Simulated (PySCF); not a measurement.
**How the method changes the constants of Sb₂⁺**

State: ²Πu (doublet), unpaired electrons π ↑. Set-up: basis Sb cc-pVDZ-PP with ECP28; scalar-relativistic core potentials; PySCF 2.14. De refers to Sb⁺ + Sb in their high-spin ground configurations, without counterpoise correction. The functionals are run spin-unrestricted.

| Level | Re (Å) | ωe (cm⁻¹) | De (eV) | CPU s a point (SCF and correlation, without the integrals) |
| --- | --- | --- | --- | --- |
| UHF | 2.539 | 293 | 0.57 | 0.08 |
| UHF-MP2 | 2.657 | 218 | 2.61 | 0.16 |
| UHF-SCS-MP2 | 2.649 | 224 | 2.48 | n/a |
| UHF-CCSD | 2.621 | 248 | 2.34 | n/a |
| UHF-CCSD(T) | 2.646 | 233 | 2.60 | 5.7 |
| PBE | 2.625 | 242 | 3.66 | 0.56 |
| PBEsol | 2.605 | 249 | 3.89 | 0.53 |
| BP86 | 2.628 | 240 | 3.73 | 0.62 |
| r²SCAN | 2.597 | 254 | 3.26 | 0.97 |
| PBE0 | 2.581 | 263 | 3.16 | 0.85 |
| ωB97X | 2.544 | 286 | 3.47 | 0.72 |
| B2PLYP | 2.633 | 233 | 3.19 | 0.53 |

The bond length runs from 2.539 Å (UHF) to 2.657 Å (UHF-MP2). De spans 0.57 eV (UHF, mean field) to 3.89 eV (PBEsol, GGA). Correlation at CCSD(T) changes the Hartree–Fock bond energy by +2.03 eV; the triples alone change it by +0.26 eV.

Correlated steps freeze 8 core orbitals. Correlated levels converge slowly with the basis: in double zeta they bind strong bonds too weakly, by up to about 1 eV, and carry superposition errors of some tenths. Spin–orbit coupling is left out, which matters for elements this heavy, above all for dissociation energies. B2PLYP dipoles, levels and charges come from its SCF part alone. The state is the lowest determinant that a PBE0 search found; another state may lie lower at other levels.

The whole job (state search and all levels along the bond) took about 2.4 min on 1 thread of Arm Neoverse V2 (shared host), peak memory 0.55 GiB.
